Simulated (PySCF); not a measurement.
Isomers of C6H11B, from PBE0-D3(BJ)/def2-SVP geometry optimisation, gas phase in PySCF 2.14.0. One conformer each, no zero-point energy, no frequencies.

Problem. Which isomer lies lowest at this level?
A. `CC=C=CB(C)C`: A = 5616, B = 1173, C = 1049 MHz, dipole 0.83 D
B. `[CH2:1]=[CH:2][C@@H:3]1[BH:4][CH2:5][CH2:6][CH2:7]1` with C1–C2–C3–B4 -107°, C2–C3–B4–C5 -146°, C3–B4–C5–C6 -10°, B4–C5–C6–C7 29°, C5–C6–C7–C3 -39°: A = 6278, B = 1639, C = 1412 MHz, dipole 0.84 D
C. `[CH3:1][C:2]#[C:3][CH2:4][B:5]([CH3:6])[CH3:7]` with C3–C4–B5–C6 8°: A = 6367, B = 1100, C = 962.6 MHz, dipole 0.27 D
D. `[CH2:1]=[CH:2][CH2:3][BH:4][CH:5]1[CH2:6][CH2:7]1` with C1–C2–C3–B4 -110°, C2–C3–B4–C5 2°, C3–B4–C5–C6 147°: A = 5894, B = 1233, C = 1148 MHz, dipole 0.75 D

Solution. B. That is `C=C[C@@H]1BCCC1`, 6.0 kcal/mol below the next.

```json
{"SMILES": "C=C[C@@H]1BCCC1", "mapped SMILES": "[CH2:1]=[CH:2][C@@H:3]1[BH:4][CH2:5][CH2:6][CH2:7]1", "E (Eh)": "-259.58100", "relative (kcal/mol)": "0.0", "relative (kJ/mol)": "0.0", "dipole (D)": "0.84"}
{"SMILES": "CC=C=CB(C)C", "mapped SMILES": "[CH3:1][CH:2]=[C:3]=[CH:4][B:5]([CH3:6])[CH3:7]", "E (Eh)": "-259.57147", "relative (kcal/mol)": "6.0", "relative (kJ/mol)": "25.0", "dipole (D)": "0.83"}
{"SMILES": "CC#CCB(C)C", "mapped SMILES": "[CH3:1][C:2]#[C:3][CH2:4][B:5]([CH3:6])[CH3:7]", "E (Eh)": "-259.56337", "relative (kcal/mol)": "11.1", "relative (kJ/mol)": "46.3", "dipole (D)": "0.27"}
{"SMILES": "C=CCBC1CC1", "mapped SMILES": "[CH2:1]=[CH:2][CH2:3][BH:4][CH:5]1[CH2:6][CH2:7]1", "E (Eh)": "-259.55306", "relative (kcal/mol)": "17.5", "relative (kJ/mol)": "73.3", "dipole (D)": "0.75"}
```

As drawn, the highest has a three-membered ring, which the lowest lacks.
